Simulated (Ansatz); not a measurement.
Program: Ansatz 0.2.0.

Basis-set series for ClH$_{3}$HfO$_{2}$S, SMILES `[OH][Hf]([OH])([SH])[Cl]`. The species carries charge 0 and has multiplicity 1. Hf: def2 effective core potential. Geometry: relaxed with PBE0-D4/def2-TZVP. It is one conformer, not always the lowest.

```tsv
functional	basis	functions	energy (Eh)	HOMO (eV)	LUMO (eV)
PBE0-D4	def2-SVP	111	-1058.08725	-7.35	-0.41
PBE0-D4	def2-QZVPP	425	-1058.61973	-7.48	-0.67
ωB97M-V	def2-SVP	111	-1058.37763	-9.46	1.05
ωB97M-V	def2-QZVPP	425	-1058.91074	-9.64	0.34
```

Problem. Give the rows for def2-TZVPP. (An estimate is asked.)

Solution. The calculation gave: 
| functional | basis | functions | energy (Eh) | HOMO (eV) | LUMO (eV) |
| --- | --- | --- | --- | --- | --- |
| PBE0-D4 | def2-TZVPP | 244 | -1058.58502 | -7.44 | -0.58 |
| ωB97M-V | def2-TZVPP | 244 | -1058.87776 | -9.59 | 0.90 |

Positive LUMOs are unbound and depend on the basis.
